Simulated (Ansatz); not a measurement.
(H2In-mu-OH)2 (In2O2H6), relaxed as a singlet with RKS PBE0-D4/def2-SVP in Ansatz, starting from the GFN2-xTB geometry. Force threshold 0.02 eV/Å.

In the def2 sets In takes a core potential; there is no spin–orbit coupling.

Start:

```xyz
10

In    0.422    0.935   -1.343
H     1.939    0.472   -1.875
H    -0.715    2.073   -1.821
O     0.538    0.960    0.837
In   -0.259   -1.010    1.330
H     1.071   -2.006    1.525
H    -1.724   -0.804    2.124
O    -0.615   -0.910   -0.821
H     0.544    1.735    1.404
H    -1.201   -1.445   -1.360
```

Q: Estimate the energy that the relaxation releases and the steps that it takes.

A: 3.6 kcal/mol, in 6 steps; 19 s on 4 threads of Arm Neoverse N1 on a shared host. No frequencies were taken in this run, so the end may be a saddle point.

Q: Does the start keep its bonding and symmetry?

A: By distances, no bond broke or formed. The bond that changes most is In5–H7, from 1.68 to 1.73 Å (atoms count from 1). Point group Cs at the start, C2v at the end, both within 0.05 Å.

Q: Predict the relaxed structure.

A: 
```xyz
10

In    0.499    0.887   -1.343
H     2.057    0.485   -1.928
H    -0.726    2.013   -1.802
O     0.629    0.920    0.832
In   -0.179   -1.045    1.309
H     1.159   -2.079    1.588
H    -1.713   -0.802    2.061
O    -0.492   -0.988   -0.846
H     0.178    1.659    1.255
H    -1.412   -1.050   -1.126
```
Bond lengths (bridged metal pairs left out): 4 × In–O 2.18 Å; 4 × H–In 1.71 to 1.73 Å; 2 × H–O 0.96 Å.
